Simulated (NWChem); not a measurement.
Molecule: C2H6OSi2; SMILES O=C1C[SiH2][SiH2]1

```xyz
11

O      0.4088    -2.2367     0.3100
C      0.2303    -1.1136    -0.0717
C      1.3171    -0.1031    -0.4395
Si     0.4414     1.4807     0.2116
Si    -1.3832     0.0366    -0.0858
H      2.3244    -0.3972    -0.1061
H      1.3255    -0.0095    -1.5431
H      0.6298     2.6898    -0.6408
H      0.7765     1.7808     1.6347
H     -1.9871     0.1167    -1.4527
H     -2.4391    -0.2300     0.9335
```
Atoms are numbered in this order, from 1.

Program: NWChem. Pople sets run with spherical d functions. Geometry: optimised at PBE0/def2-SVP. Ions are spin-unrestricted doublets at the neutral geometry; other ion states weren't tried.

| level | basis functions | vertical ionisation energy, ΔSCF (eV) | −ε(HOMO) (eV) | ΔSCF minus −ε(HOMO) (eV) | relative time |
|---|---|---|---|---|---|
| CAM-B3LYP/STO-3G | 39 | 5.97 | 4.54 | 1.43 | 1 |
| CAM-B3LYP/3-21G | 65 | 8.52 | 7.62 | 0.90 | 2 |
| CAM-B3LYP/6-31G* | 90 | 8.54 | 7.71 | 0.83 | 6 |
| CAM-B3LYP/6-31+G* | 110 | 8.75 | 8.02 | 0.73 | 9 |
| CAM-B3LYP/6-311G** | 142 | 8.67 | 7.90 | 0.77 | 20 |

The last column is a rough cost ratio, cheapest run = 1.
